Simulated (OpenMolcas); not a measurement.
**Xe6+: effect of the active space**

- Program: OpenMolcas
- Method: SS-CASPT2 or its RAS form, IPEA 0.25 Eh, imaginary shift 0.1 Eh
- Basis: ANO-RCC-VQZP
- Scalar Hamiltonian: DKH2, point nucleus
- Spin-orbit coupling: RASSI with atomic mean-field integrals over the reference wave functions, term energies averaged over their components

A. 2 electrons in 4 orbitals (5s 5p); 2S+1 = 3 even, 3 roots; 2S+1 = 1 even, 7 roots; 2S+1 = 3 odd, 3 roots; 2S+1 = 1 odd, 3 roots; closed shells correlated: 4d; CASPT2 step about 4 core-seconds
B. 2 electrons in 8 orbitals (5s 5p 6s 6p); 2S+1 = 3 even, 3 roots; 2S+1 = 1 even, 7 roots; 2S+1 = 3 odd, 3 roots; 2S+1 = 1 odd, 3 roots; closed shells correlated: 4d; CASPT2 step of the order of 8 core-seconds
C. 2 electrons in 9 orbitals (RAS2 5s 5p; RAS3 5d, at most 2 electrons); 2S+1 = 3 even, 3 roots; 2S+1 = 1 even, 7 roots; 2S+1 = 3 odd, 3 roots; 2S+1 = 1 odd, 3 roots; closed shells correlated: 4d; CASPT2 step about 10 core-seconds

Energies in cm⁻¹ above 5s² ¹S₀, the measured ground level; measured values from Saloman, J. Phys. Chem. Ref. Data 33, 765 (2004).

```json
{"Level": "5s² ¹S₀", "A": "0.0", "B": "0.0", "C": "0.0", "Measured": "0.0"}
{"Level": "5s 5p ³P°₀", "A": "97060", "B": "96850", "C": "97620", "Measured": "96141"}
{"Level": "5s 5p ³P°₁", "A": "100880", "B": "100660", "C": "101430", "Measured": "100451"}
{"Level": "5s 5p ³P°₂", "A": "112140", "B": "111940", "C": "112660", "Measured": "113676"}
{"Level": "5s 5p ¹P°₁", "A": "140620", "B": "140240", "C": "141520", "Measured": "143259"}
{"Level": "5p² ³P₀", "A": "225300", "B": "225190", "C": "225960", "Measured": "223673"}
{"Level": "5p² ³P₁", "A": "234540", "B": "234270", "C": "235020", "Measured": "234685"}
{"Level": "5p² ¹D₂ [57 %]", "A": "236340", "B": "235470", "C": "237220", "Measured": "236100"}
{"Level": "5p² ³P₂ [57 %]", "A": "250390", "B": "249720", "C": "249970", "Measured": "251853"}
```

Deviations, from unrounded energies. A percentage is the sum of absolute deviations over the sum of measured energies, with the sign that they share, or ± where signs differ.

```json
{"Against measurement": "mean absolute deviation (cm-1)", "Levels": "8", "A": "1100", "B": "1300", "C": "1400"}
{"Against measurement": "other configurations (%)", "Levels": "8", "A": "±0.6", "B": "±0.7", "C": "±0.8"}
```

A lies closest to measurement on these levels and C furthest from it. The largest miss of A in the table is 5s 5p ¹P°₁, by -2600 cm-1. The ranking rests on the paired levels alone, and a cruder setting can come out closer through cancelling errors.

Among A to C the level of the table that moves most is 5p² ¹D₂ [57 %], by 1800 cm-1 (lowest in B, highest in C). Moves below CASPT2's spread within the term are not significant.

CASPT2 breaks the degeneracy within a term, and the mean is taken; among the terms shown or strongly mixed into the levels shown the widest spread is 35 cm-1 (5p² ¹D, B). Over all roots computed the reference weight is 0.90 to 0.95 in A, 0.89 to 0.95 in B; the roots of lowest weight are the least certain, and an intruder state may touch them. The ¹D term of p² mixes with s d, which this space lacks (holds for A; B). Active for correlation alone: 6p 6s; no level in the range computed is led by a configuration that fills them, so any true level of that kind is missing (holds for B). Active for correlation alone: 5d; no level in the range computed is led by a configuration that fills it, so any true level of that kind is missing (holds for C). Some terms mix strongly with configurations of 5d, whose occupation reaches 0.19 (5p² ¹D) (holds for C). Computed and measured levels are paired by configuration, term and J; levels that our copy of the source lacks, or whose pairing is in doubt (as where it misses far off the trend of its configuration), stay unpaired and out of the deviations. Only configurations of the active space appear. Levels that lie high or do not pair safely by name in every column are left out.

A share in square brackets marks a mixed level and gives the weight of the term that names it, the lowest over the columns. ° marks odd parity.
